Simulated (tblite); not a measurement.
Compound: C₈H₁₁B.
Bonds: C1–B2, B2–C3, B2–C4, C4–C5 (aromatic), C5–C6 (aromatic), C6–C7 (aromatic), C7–C8 (aromatic), C8–C9 (aromatic), C4–C9 (aromatic). Hydrogens: H10, H11, H12 on C1; H13, H14, H15 on C3; H16 on C5; H17 on C6; H18 on C7; H19 on C8; H20 on C9.

Computed with GFN2-xTB (tblite), gas phase: L-BFGS steps from a force-field or distance-geometry start until the largest atomic force falls under 0.01 eV/Å.

Step 7: E = -651.3647 eV
```
atom  x, y, z in Å  |  force x, y, z in eV/Å
C1     -2.2857   -1.1928   -0.1588    0.000  -0.041   0.004
B2     -1.3803    0.1016   -0.0966   -0.064   0.002  -0.006
C3     -2.0899    1.5128   -0.1404    0.002   0.053   0.004
C4      0.1784   -0.0111    0.0095   -0.024  -0.002   0.006
C5      0.8258   -1.2524    0.0548   -0.010  -0.010   0.005
C6      2.2005   -1.3580    0.1464    0.021  -0.002   0.004
C7      2.9841   -0.2177    0.1996   -0.016  -0.014  -0.003
C8      2.3753    1.0251    0.1619    0.019  -0.002   0.006
C9      1.0001    1.1218    0.0678   -0.021   0.005   0.002
H10    -2.0297   -1.8179   -1.0142    0.013  -0.001   0.018
H11    -3.3489   -0.9675   -0.2305    0.054  -0.027   0.001
H12    -2.1475   -1.8164    0.7245    0.015  -0.004  -0.016
H13    -1.8655    2.0960    0.7529    0.012   0.002  -0.017
H14    -3.1741    1.4428   -0.2159    0.056   0.026   0.001
H15    -1.7444    2.1087   -0.9853    0.010  -0.006   0.020
H16     0.2377   -2.1571    0.0209   -0.027  -0.005  -0.014
H17     2.6693   -2.3310    0.1786   -0.011  -0.027  -0.002
H18     4.0592   -0.2990    0.2713    0.002   0.010   0.002
H19     2.9793    1.9196    0.2086    0.002   0.031  -0.007
H20     0.5513    2.1032    0.0417   -0.033   0.013  -0.009
```

Step 8: E = -651.3652 eV
```
atom  x, y, z in Å  |  force x, y, z in eV/Å
C1     -2.2855   -1.1946   -0.1588    0.026  -0.012   0.003
B2     -1.3813    0.1016   -0.0961   -0.059   0.007  -0.009
C3     -2.0898    1.5147   -0.1404    0.025   0.009   0.006
C4      0.1777   -0.0112    0.0104   -0.024   0.002   0.002
C5      0.8257   -1.2518    0.0550   -0.017  -0.016   0.003
C6      2.2005   -1.3577    0.1464    0.002  -0.018   0.005
C7      2.9845   -0.2180    0.2000   -0.011  -0.004  -0.004
C8      2.3748    1.0242    0.1618    0.008   0.021   0.007
C9      0.9995    1.1216    0.0681   -0.021   0.002   0.002
H10    -2.0279   -1.8198   -1.0137    0.006   0.006   0.014
H11    -3.3479   -0.9682   -0.2305    0.039  -0.039   0.000
H12    -2.1457   -1.8181    0.7241    0.007  -0.002  -0.008
H13    -1.8636    2.0976    0.7521    0.004   0.003  -0.002
H14    -3.1736    1.4441   -0.2158    0.047   0.036   0.000
H15    -1.7424    2.1103   -0.9843    0.004  -0.008   0.006
H16     0.2359   -2.1555    0.0198   -0.014  -0.013  -0.011
H17     2.6676   -2.3314    0.1785   -0.003  -0.031  -0.002
H18     4.0600   -0.2983    0.2713   -0.011   0.007   0.002
H19     2.9780    1.9192    0.2082    0.008   0.034  -0.007
H20     0.5484    2.1020    0.0409   -0.016   0.018  -0.005
```

Problem. Estimate the geometry and energy of step 9. (The exact step hangs on the optimiser's Hessian estimate; all steps are aligned on step 8, rigid shifts and turns removed.)

Solution. E = -651.3656 eV, largest force 0.051 eV/Å
```
atom  x, y, z in Å  |  force x, y, z in eV/Å
C1     -2.2848   -1.1963   -0.1587    0.038   0.012   0.002
B2     -1.3830    0.1017   -0.0958   -0.022   0.007  -0.007
C3     -2.0893    1.5165   -0.1402    0.037  -0.024   0.006
C4      0.1766   -0.0112    0.0111   -0.017  -0.001  -0.001
C5      0.8253   -1.2516    0.0553   -0.022  -0.013   0.001
C6      2.2005   -1.3578    0.1466   -0.017  -0.026   0.004
C7      2.9846   -0.2184    0.2002   -0.014   0.011  -0.004
C8      2.3743    1.0239    0.1618   -0.006   0.026   0.006
C9      0.9986    1.1214    0.0683   -0.018   0.006   0.002
H10    -2.0263   -1.8214   -1.0130    0.006   0.006   0.003
H11    -3.3464   -0.9696   -0.2305    0.014  -0.045  -0.001
H12    -2.1439   -1.8197    0.7236    0.005  -0.004   0.004
H13    -1.8619    2.0992    0.7515    0.002   0.005   0.014
H14    -3.1724    1.4460   -0.2158    0.025   0.044  -0.001
H15    -1.7406    2.1115   -0.9835    0.004  -0.005  -0.009
H16     0.2342   -2.1544    0.0186   -0.003  -0.017  -0.007
H17     2.6660   -2.3323    0.1783    0.002  -0.025  -0.002
H18     4.0605   -0.2975    0.2714   -0.022   0.003   0.001
H19     2.9770    1.9195    0.2077    0.007   0.027  -0.007
H20     0.5457    2.1013    0.0402    0.001   0.012  -0.002
```

The energy changes by -0.0004 eV. The first-order estimate −F·Δx gives -0.0006 eV and the mean of the old and new forces, exact on a quadratic surface, -0.0004 eV. The step makes an angle of 57° with the force vector and moves no atom by more than 0.003 Å.

What follows is the cost of the whole relaxation. On an Arm Neoverse V1 with one thread, no GPU, shared host, this took 0.15 s of wall time.
